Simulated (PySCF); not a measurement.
The bridging unit E of a isoheterole (benzo[c]) is swapped. Gas-phase values, no solvent. Strings in code marks are SMILES.

The numbers are results of PBE-D3(BJ)/def2-TZVP // PBE-D3(BJ)/def2-SVP (PySCF 2.14.0), not measurements. All candidates: neutral, multiplicity 1. Delta-SCF ions had no search for a lower state. 

```
Property                                    Value
---------------------------------------  --------
vertical ionisation energy (Delta-SCF)    6.96 eV
hole reorganisation energy (four-point)  0.229 eV
LUMO                                     -3.00 eV
```

### Question
Identify which member has these values.
(A) `c1ccc2c[te]cc2c1`
(B) `[CH3][Ge]1([CH3])[CH]=c2ccccc2=[CH]1`
(C) `c1ccc2cocc2c1`
(D) `CC1(C)C=c2ccccc2=C1`

### Answer
B, `[CH3][Ge]1([CH3])[CH]=c2ccccc2=[CH]1`. The others give `c1ccc2cocc2c1`: 7.46 eV, 0.109 eV, -2.19 eV; `c1ccc2c[te]cc2c1`: 7.20 eV, 0.152 eV, -2.53 eV; `CC1(C)C=c2ccccc2=C1`: 6.90 eV, 0.162 eV, -2.69 eV
